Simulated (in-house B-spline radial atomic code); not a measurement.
The numbers below are computed, except where a source is named.
## Making a Troullier-Martins s channel for Nb, r_c = 3.6 bohr

Nb, [Kr] 4d4 5s1, non-relativistic PBE, spherical and spin-unpolarised, from an all-electron radial atomic-structure program (B-spline basis) (atomic units). The all-electron 5s level is ε = -0.136618 hartree, its outermost node lies just inside 1.45 bohr and its outer maximum at 3.19 bohr.

Inside r_c the pseudo-orbital is u(r) = r^1 exp(p(r)), with p = c0 + c2 r² + c4 r⁴ + … + c12 r¹². The seven coefficients follow from p and its first four derivatives at r_c, from zero curvature of the screened potential at the origin, c4 = −c2²/(2l + 5), and from the norm inside r_c. At r_c the all-electron orbital has P = 0.5503576, P' = -0.07044782, the screened potential V = -0.2520517, V' = 0.1452521, V'' = -0.1171208, and the norm inside is Q = 0.4868228.

Problem. What are p, p' and p'' at r_c?

Solution. p = ln(P/r_c^1) = ln(0.5503576/3.6) = -1.87812. p' = P'/P − 1/r_c = -0.12800 − 0.27778 = -0.40578. The radial equation gives p'' = 2(V − ε) − 2(1) p'/r_c − p'² = -0.23087 − (-0.22543) − 0.16466 = -0.17009. Differentiating, p''' = 2V' + 2(1)p'/r_c² − 2(1)p''/r_c − 2p'p'' = 0.18434, and p'''' = 2V'' − 4(1)p'/r_c³ + 4(1)p''/r_c² − 2(1)p'''/r_c − 2p''² − 2p'p''' = -0.26262.

For a trial c2 the five matching conditions are linear in c0, c6, c8, c10 and c12, and c2 is varied until the norm inside r_c equals Q. The root nearest zero gives:

```tsv
n	c_n
0	-2.331182
2	0.2191394
4	-0.009604413
6	-0.002839014
8	0.0003606143
10	-1.669969e-05
12	2.824696e-07
```

Problem. Check c4 and p(r_c), and find the screened pseudopotential at the origin.

Solution. −c2²/5 = -0.00960441, as listed. The terms c_n r_c^n are -2.33118, 2.84005, -1.61317, -6.17992, 10.17332, -6.10567, 1.33845, which sum to -1.87812. Inverting the radial equation, V_l(r) = ε + 1 p'/r + (p'' + p'²)/2, so V_l(0) = ε + (2l + 3) c2 = -0.136618 + 3 × (0.219139) = 0.5208 hartree, finite where the all-electron potential diverges.

Orbitals and screened potentials:

```
r (bohr)          P        u  V all-electron  V pseudo
    0.36     0.1541  0.03599           -38.5    0.5195
     0.9    -0.2557   0.1037          -6.414    0.4744
    1.44  -0.001004   0.2075          -2.218    0.2633
    1.98     0.3269   0.3546         -0.9929   -0.1341
    2.52     0.5063    0.498         -0.5466   -0.4347
    3.06     0.5647   0.5637         -0.3536   -0.3877
     3.6     0.5504   0.5504         -0.2521   -0.2521
```

Logarithmic derivatives P'/P at R = 3.9 bohr, for energies E around ε:

```csv
E − ε (hartree),all-electron,pseudo
-0.5,0.846829,0.841621
-0.25,0.480373,0.476733
-0.1,0.145231,0.143919
0,-0.193123,-0.193122
0.1,-0.755507,-0.761851
0.25,-3.71247,-4.15887
0.5,2.76308,2.16099
```

Problem. With P(R) = 0.5242523 and a norm of 0.5736969 inside R, what slope in energy does norm conservation fix?

Solution. d(P'/P)/dE = −2 × (norm inside R)/P(R)² = -4.1748 per hartree·bohr at E = ε, for both atoms, since orbital and norm agree at R. Differences over ±0.1 hartree give -4.5037 (all-electron) and -4.5288 (pseudo), which also hold third-order terms. Half a hartree below ε the two curves differ by -0.0052.
